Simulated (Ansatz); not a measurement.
**Energy profile**

The step: AlNH₄O₂ ([NH2][Al]([OH])[OH]) + H₂O → AlH₃O₃ ([OH][Al]([OH])[OH]) + NH₃ (still joined by a long Al–N bond); bonds formed: N2–H5; dative contacts that become bonds: Al1–O6; bonds broken: H5–O6; bonds weakened to dative contacts: Al1–N2 (atoms numbered as in the saddle structure below).

```json
{"atom": "Al1", "x (Å)": "-0.4238", "y (Å)": "0.2342", "z (Å)": "-0.2152"}
{"atom": "N2", "x (Å)": "1.4283", "y (Å)": "0.3727", "z (Å)": "0.1240"}
{"atom": "O3", "x (Å)": "-0.9893", "y (Å)": "0.1761", "z (Å)": "-1.8201"}
{"atom": "O4", "x (Å)": "-1.3276", "y (Å)": "1.0738", "z (Å)": "0.9658"}
{"atom": "H5", "x (Å)": "0.9399", "y (Å)": "-0.9304", "z (Å)": "0.5675"}
{"atom": "O6", "x (Å)": "-0.0211", "y (Å)": "-1.5009", "z (Å)": "0.4839"}
{"atom": "H7", "x (Å)": "1.7316", "y (Å)": "1.0258", "z (Å)": "0.8338"}
{"atom": "H8", "x (Å)": "2.0985", "y (Å)": "0.3928", "z (Å)": "-0.6317"}
{"atom": "H9", "x (Å)": "-0.8680", "y (Å)": "-0.5659", "z (Å)": "-2.4063"}
{"atom": "H10", "x (Å)": "-2.1740", "y (Å)": "1.4655", "z (Å)": "0.7631"}
{"atom": "H11", "x (Å)": "-0.3947", "y (Å)": "-1.7438", "z (Å)": "1.3352"}
```

Electronic energies by CCSD(T) at an estimated basis limit (MP2 extrapolated from triple and quadruple zeta, plus CCSD(T) − MP2 in triple zeta), on PBE0-D4/def2-TZVP structures; AlNH6O3, singlet; no counterpoise correction. Computed with Ansatz 0.2.0 (basis: def2-TZVPP and def2-QZVPP); correlated methods freeze the cores. Extrapolation: Hartree–Fock as exp(−7.88 √X), correlation as X^−2.97.

(1) Give the profile in eV, counted from the separated reactants. (An estimate is asked for; the value comes from the calculation.)

The T1 diagnostic stays at or below 0.013.

Answers

(1) Computed:
```tsv
point	eV
separated: AlNH4O2 (linked as [NH2][Al]([OH])[OH]; Al1, N2, O3, O4, H7, H8, H9, H10; singlet) + H2O (H5, O6, H11; singlet)	0.000
start structure	-0.841
saddle	-0.628
end structure	-1.801
separated: AlH3O3 (linked as [OH][Al]([OH])[OH]; Al1, O3, O4, O6, H9, H10, H11; singlet) + NH3 (N2, H5, H7, H8; singlet)	-0.492
```
The saddle lies below the separated reactants: the barrier is submerged.

The step is the kind of ligand exchange by which a precursor binds to a hydroxyl group, or is hydrolysed, in atomic layer deposition of oxides.

For scale, one of the runs: CCSD(T)/def2-TZVPP, 250 basis functions, launched by `ansatz run in.yaml --threads 8 --pin off --events-out ev --progress --plain --max-ram 19148MiB`. Hardware: 8 CPU threads of an Arm Neoverse V1, shared host. Wall time 100 s; peak host memory 5.6 GiB.
